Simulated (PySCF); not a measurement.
# The second ionisation energy along group 8

Calculated with PySCF 2.14 from differences of total energies of unrestricted determinants, without spin-orbit coupling. Values in eV. The last column holds reference values (NIST; (s) semi-empirical, (t) theoretical, else measured). Unmarked ones compare directly (S terms, centres of terms, or small fine structure); those marked * lie between the lowest fine-structure levels and include a spin-orbit shift.

```tsv
element	configurations	UHF	PBE	PBE0	MP2 (valence)	SCS-MP2 (valence)	CCSD (valence)	reference
Fe (x2c-TZVPPall, spin-free X2C)	[Ar] 3d6 4s1 → [Ar] 3d6	15.303	16.829	16.500	15.858	15.620	15.871	16.199 *
Ru (x2c-TZVPPall, spin-free X2C)	[Kr] 4d7 → [Kr] 4d6	14.918	17.035	16.771	16.319	16.469	16.241	16.76 ± 0.06 (s) *
Os (x2c-TZVPPall, spin-free X2C)	[Xe] 4f14 5d6 6s1 → [Xe] 4f14 5d6	16.060	17.606	17.329	16.848	16.507	16.802	17 ± 1 (s) *
```

"Valence" correlates the outer s and p shells and, in groups 3 to 12 and the f block, the outer d or f shell, open or full, or the next shell where the ion has no valence electron left; the wider scheme adds the next inner shell.
